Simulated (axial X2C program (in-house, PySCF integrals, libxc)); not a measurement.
## Potential curves of MoCl, spin-free

Computed with an in-house all-electron X2C program for linear molecules (integrals from PySCF). Spin-free means the one-electron spin-free X2C Hamiltonian. Basis: Mo dyall-cv3z [11s12p9d5f3g], Cl dyall-av3z [9s8p3d2f] (cores contracted in-house); Gaussian nuclei, density fitting, unrestricted open shells. Masses: Mo 97.905 u, Cl 34.969 u.

State: M_S = 5/2, Λ = 0 (beyond evenly filled blocks: σα, π+α, π-α, δ+α, δ-α). Energies in cm⁻¹ from the fragments at the same level (Mo + Cl). Fits are polynomials in 1 − R0/R over 0.85 to 1.23 times the lowest point R0.

| R (Å) | MP2 | PBE | HF |
| --- | --- | --- | --- |
| 1.9975 | -23453 | -24714 | -8036 |
| 2.0894 | -27704 | -28849 | -13909 |
| 2.1582 | -29487 | -30560 | -16700 |
| 2.2271 | -30385 | -31400 | -18461 |
| 2.2960 | -30612 | -31582 | -19428 |
| 2.3764 | -30249 | -31190 | -19812 |
| 2.4567 | -29402 | -30343 | -19624 |
| 2.5600 | -27840 | -28828 | -18826 |
| 2.6863 | -25527 | -26626 | -17348 |
| 2.8700 | -21915 | -23227 | -14741 |

Correlated methods: 21 electrons correlated (number of frozen shells: Mo 3 s, 2 p, 1 d; Cl 2 s, 1 p), 291 virtual spin orbitals or spinors in MP2.

One determinant describes the state; a PBE0 search over occupations chose it and may have missed a lower one. De is counted from the lowest determinant-based energies of the atoms at the same level, without counterpoise correction. MP2 and coupled cluster on one determinant become unreliable at the stretched end.

Q: Fit the MP2 curve near its minimum: give the equilibrium distance, the harmonic wavenumber and the well depth.

A: At MP2, spin-free: Re = 2.289 Å, ωe ≈ 377 cm⁻¹, De = 3.80 eV to Mo + Cl; Be follows as 0.125 cm⁻¹.

Q: What are Re, ωe and De at the PBE level?

A: At PBE, spin-free: Re = 2.284 Å, ωe ≈ 375 cm⁻¹, De = 3.92 eV to Mo + Cl; Be follows as 0.125 cm⁻¹.

Q: Fit the HF curve near its minimum: give the equilibrium distance, the harmonic wavenumber and the well depth.

A: At HF, spin-free: Re = 2.385 Å, ωe ≈ 332 cm⁻¹, De = 2.46 eV to Mo + Cl; Be follows as 0.115 cm⁻¹.
